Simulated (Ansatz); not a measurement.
`[AlH2][O]C[SiH3]` + `BNCC` → `BN([SiH3])CC` + `C[O][AlH2]` at 298.15 K and 1 bar (ligand exchange at the Si–C bond).

Isolated molecules relaxed with PBE0-D4/def2-TZVP in Ansatz; ΔE leaves out vibrations. CBS: MP2 limit from def2 TZ/QZ plus the TZ coupled-cluster correction, frozen cores. Each species was taken in one conformer, which may not be the lowest.

```tsv
species	CCSD(T)/CBS energy (Eh)	H − E (kJ/mol)	S (J/(mol·K))
`[AlH2][O]C[SiH3]`	-648.54228	205.4	352.2
`BNCC`	-160.44809	293.3	299.8
`BN([SiH3])CC`	-450.74134	337.8	354.1
`C[O][AlH2]`	-358.26893	161.5	296.6
```

H − E and S are ideal-gas, rigid-rotor, harmonic terms from PBE0-D4/def2-TZVP, for one conformer and one mirror image of each species. 1 Eh = 2625.50 kJ/mol, R = 8.31446 J/(mol·K).

Question: By hand: ΔE, ΔH, ΔS and ΔG.

Answer: ΔE = (-450.74134) + (-358.26893) − (-648.54228) − (-160.44809) = -0.01990 Eh = -52.2 kJ/mol. Δ(H − E) = 337.8 + 161.5 − 205.4 − 293.3 = 0.6, so ΔH = -51.6 kJ/mol. ΔS = 354.1 + 296.6 − 352.2 − 299.8 = -1.3 J/(mol·K). ΔG = -51.6 − 298.15 × (-1.3)/1000 = -51.2 kJ/mol.

Question: By hand: the equilibrium constant, and the temperature at which ΔG would vanish if ΔH and ΔS stayed fixed.

Answer: log₁₀ K = −ΔG/(RT ln 10) = 9.0. ΔG = 0 at ΔH/ΔS = 39692 K, far beyond where these terms or the molecules hold.

The number of gas molecules stays the same, so ΔS is small and ΔH decides. A doubt of 5 kJ/mol in ΔE shifts log₁₀ K by 0.9 here. Other conformers and mirror images would add mixing entropy, several J/(mol·K) or more a flexible species. Modes under 60 cm⁻¹, often nearly free rotors, make the harmonic entropy too high. These are equilibria of isolated gas molecules and say nothing of rates. Largest T1 diagnostic: 0.013 (customary marks: 0.02 for closed shells, 0.045 for open ones).
